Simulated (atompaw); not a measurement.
# PBE PAW (atompaw) dataset for H (Z = 1), scalar-relativistic all-electron reference.

```json
{"Element": "H", "Generator": "atompaw 4.2.0.5", "Type": "PAW", "Functional": "PBE", "Relativity": "scalar-relativistic", "Frozen core": "none", "Valence charge": "1", "Reference configuration": "1s1", "Partial waves": "1s (bound): rc 1.35 bohr; 1s channel at -0.15 Ry: rc 1.35 bohr; 2p channel at 0.3 Ry: rc 1.35 bohr; 2p channel at 1.3 Ry: rc 1.35 bohr", "Local potential": "vpsmatchnc scheme with l = 2 at 0 Ry, radius 1.35 bohr", "Core correction": "none", "Augmentation charge": "sinc compensation charge, radius 1.00 bohr; PAW radius 1.35 bohr; waves and projectors: custom rrkj gramschmidtortho"}
```

- Cutoffs needed: 12 Ry and 21 Ry (the cutoffs (Ry, on a coarse ladder) from which the occupation-weighted sum of valence levels, in a spherical-Bessel basis at the reference potential, stays within 10 and 1 mRy of its value at 400 Ry)
- Ghost test: no extra level below or beside the all-electron valence levels (s, p, d, f tested) (spherical-Bessel basis up to 400 Ry, 20 bohr box)
- Lowest eigenvalue of the overlap operator: 0.18 (p channel)
- Overlap eigenvalues printed by atompaw (projector basis): 0.319, 4.93, 11.2, 243
- Share of each valence orbital outside the PAW sphere: 1s 54 %
